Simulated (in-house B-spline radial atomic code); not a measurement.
Results of a calculation; reference values are marked as such.
## Correlation energy from the adiabatic connection: −V exp(−r²/w²), V = 6.34, w = 6.29

Two electrons in a singlet, external potential −V exp(−r²/w²), V = 6.34, w = 6.29 (atomic units). Full CI in B-splines (partial waves to l = 8, correlation up to 0.6 % small) with the density held fixed gives W(λ) = <V_ee>_λ − U, and E_c is the integral of W(λ) − W(0) from 0 to 1.

```
   λ  W(λ) − W(0) (hartree)
   0                0.00000
0.02               -0.00199
0.05               -0.00491
0.12               -0.01142
0.25               -0.02251
 0.4               -0.03388
 0.6               -0.04703
 0.8               -0.05828
   1               -0.06799
```

(1) Integrate the table by the trapezoid rule.

(2) Now use only three numbers: W(0) = -0.53271, the initial slope W'(0) = -0.1003 (extrapolated from the first points) and the strong-coupling limit of the point-charge-plus-continuum model, W∞ = -0.7283. What do second-order theory and the interpolation W(λ) = W∞ + (W(0) − W∞)/√(1 + 2χλ) of Seidl, Perdew and Levy give?

Answers

(1) The strips give -0.00002, -0.00010, -0.00057, -0.00221, -0.00423, -0.00809, -0.01053, -0.01263, which sum to -0.03838 hartree. The direct value, W(1) − W(0) + T_c with T_c = 0.02949, is -0.03850; the curve is convex, so chords lie above it and the trapezoids fall short in size by 0.31 %.

(2) Second order keeps the slope alone: E_c = W'(0)/2 = -0.05015, +30 % in size against -0.03850. Matching the slope fixes χ = W'(0)/(W∞ − W(0)) = -0.1003/(-0.19559) = 0.51281. Integrating, with s = √(1 + 2χ) = 1.423241, E_c = −(W(0) − W∞)(s − 1)/(s + 1) = −0.19559 × 0.423241/2.423241 = -0.03416 hartree, -11.3 % in size against the full result. At λ = 1 the formula gives W − W(0) = -0.05816 against -0.06799. Part of the miss can come from the model's W∞.
